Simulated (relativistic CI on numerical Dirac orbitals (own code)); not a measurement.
Method of calculation: Dirac-Coulomb-Breit CI, orbitals from a KLI potential per configuration, model QED (radiative potential, 1s self-energy scaled to tabulated hydrogen-like ionisation energies), unscaled Slater integrals (own radial code, finite nucleus).

The strongest absorption lines from the ground level of an ion, among the configurations computed and to levels below about 2440 eV (vacuum wavelength in Å, gf): 5.0900 (1.2), 5.5371 (0.32), 5.5644 (0.69), 5.6901 (0.63), 5.6950 (0.25), 5.7157 (0.36), 24.082 (1.6), 25.476 (0.55).

(1) Which ion is it?
A. Bi⁵⁷⁺
B. Au⁵³⁺
C. Re⁴⁹⁺
D. Lu⁴⁵⁺

## Answers

(1) B. Au⁵³⁺ has 26 electrons and the ground level 3s²3p⁶3d⁸ ³F4; the strongest line goes to 3s²3p⁵3d⁹ ³D°3. The pattern of lines fixes the number of electrons, and along that sequence the line energies rise steadily with the charge (about as its square where n changes within one kind of shell, about linearly where n is kept but much faster in heavy ions where fine structure, which grows about as Z⁴, sets the gap, and irregularly where shells cross), which fixes Z. Configurations outside the model, such as inner-shell arrays, can give stronger lines. At this charge energies of transitions that change n are usually good to better than 1 %, and those within a shell (Δn = 0) to a few per cent.

LS names give the leading component of a level, which can be under half, so a name can repeat, a term be missing and a line seem to break the LS rules.
